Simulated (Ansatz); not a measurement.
Gas-phase electronic energies from Ansatz, PBE0-D4/def2-TZVP geometries. CCSD(T)/CBS is the MP2 limit (def2-TZVPP, def2-QZVPP) plus CCSD(T) − MP2 in def2-TZVPP, frozen cores. DFT in def2-TZVPP. Each species was taken in one conformer, which may not be the lowest.

`[CH3][AlH][O][SiH3]` + `[NH2][Al]([OH])[SH]` → `[NH2][Al]([SH])[O][SiH3]` + `[CH3][AlH][OH]`  (ligand exchange at the Si–O bond)

```json
{"level": "PBE-D4", "ΔE (kcal/mol)": "-1.4", "difference from CCSD(T)/CBS": "-0.3"}
{"level": "r2SCAN-D4", "ΔE (kcal/mol)": "-1.2", "difference from CCSD(T)/CBS": "-0.1"}
{"level": "B97M-V", "ΔE (kcal/mol)": "-1.3", "difference from CCSD(T)/CBS": "-0.2"}
{"level": "PBE0-D4", "ΔE (kcal/mol)": "-1.2", "difference from CCSD(T)/CBS": "-0.1"}
{"level": "r2SCAN0-D4", "ΔE (kcal/mol)": "-1.1", "difference from CCSD(T)/CBS": "0.0"}
{"level": "BLYP", "ΔE (kcal/mol)": "-1.0", "difference from CCSD(T)/CBS": "0.1"}
{"level": "r2SCANh", "ΔE (kcal/mol)": "-1.1", "difference from CCSD(T)/CBS": "0.0"}
{"level": "r2SCAN0", "ΔE (kcal/mol)": "-1.0", "difference from CCSD(T)/CBS": "0.1"}
{"level": "BHLYP", "ΔE (kcal/mol)": "-0.8", "difference from CCSD(T)/CBS": "0.3"}
{"level": "RPA@PBE/def2-TZVPP", "ΔE (kcal/mol)": "-1.4", "difference from CCSD(T)/CBS": "-0.3"}
{"level": "CCSD/def2-SVP", "ΔE (kcal/mol)": "-1.6", "difference from CCSD(T)/CBS": "-0.5"}
{"level": "MP2/def2-TZVPP", "ΔE (kcal/mol)": "-1.2", "difference from CCSD(T)/CBS": "-0.1"}
{"level": "HF/def2-QZVPP", "ΔE (kcal/mol)": "-0.6", "difference from CCSD(T)/CBS": "0.5"}
{"level": "SCS-MP2/def2-QZVPP", "ΔE (kcal/mol)": "-1.1", "difference from CCSD(T)/CBS": "0.0"}
{"level": "HF/CBS(def2)", "ΔE (kcal/mol)": "-0.6", "difference from CCSD(T)/CBS": "0.5"}
{"level": "CCSD/CBS(def2)", "ΔE (kcal/mol)": "-1.0", "difference from CCSD(T)/CBS": "0.1"}
{"level": "CCSD(T)/CBS", "ΔE (kcal/mol)": "-1.1", "difference from CCSD(T)/CBS": "0"}
```

Largest T1 diagnostic among the species: 0.011.

Leaving LDA and LC-ωPBE aside and taking each functional with its dispersion term where it has one, the values, not all of them listed here, spread over 0.4 kcal/mol, from PBE-D4 to B2PLYP.
